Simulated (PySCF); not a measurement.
Estimate the missing entries of this data sheet.

Compound: C6H2F4.
SMILES: `Fc1ccc(F)c(F)c1F`

| property | level | value |
| --- | --- | --- |
| point group of the GFN2-xTB geometry | GFN2-xTB | C2v |
| rotational constants A, B, C of the GFN2-xTB geometry | GFN2-xTB | ? |
| dipole moment | PBE0/pcSseg-1 | ? |
| HOMO energy | PBE0/pcSseg-1 | ? |
| LUMO energy | PBE0/pcSseg-1 | ? |
| 13C chemical shifts (computed TMS as zero) by class | GIAO PBE0/pcSseg-1 | 157.8 (2 C), 151.7 (2 C), 117.3 (2 C) ppm |
| 1H chemical shifts (computed TMS as zero) by class | GIAO PBE0/pcSseg-1 | 7.23 (2 H) ppm |
| isotropic shieldings of nuclei other than C and H, by class | GIAO PBE0/pcSseg-1 | 317 (2 F), 337 (2 F) ppm |

Gas-phase values; electronic properties from PySCF, density fitting. Isolated species at its GFN2-xTB geometry, gas phase.

Problem. Give the dipole moment.

Solution. 2.45 D.

Problem. What is the HOMO energy?

Solution. -7.67 eV.

Problem. What are the rotational constants A, B, C of the GFN2-xTB geometry?

Solution. 2.079, 1.196, 0.759 GHz.

Problem. The LUMO energy?

Solution. -1.01 eV.

With B = h/(8π²I), that is 505.379 GHz u Å² over I, the principal moments of inertia are 243.1, 422.5 and 665.7 u Å² (most abundant isotopes). The dipole equals about 8.2 × 10⁻³⁰ C·m (1 D = 3.33564 × 10⁻³⁰ C·m). The rotational constants make it an asymmetric top with κ = (2B − A − C)/(A − C) = -0.34, nearer the prolate limit (−1). A dipole of 2.45 D is allowed in C2v, and pure rotational transitions are dipole-allowed.
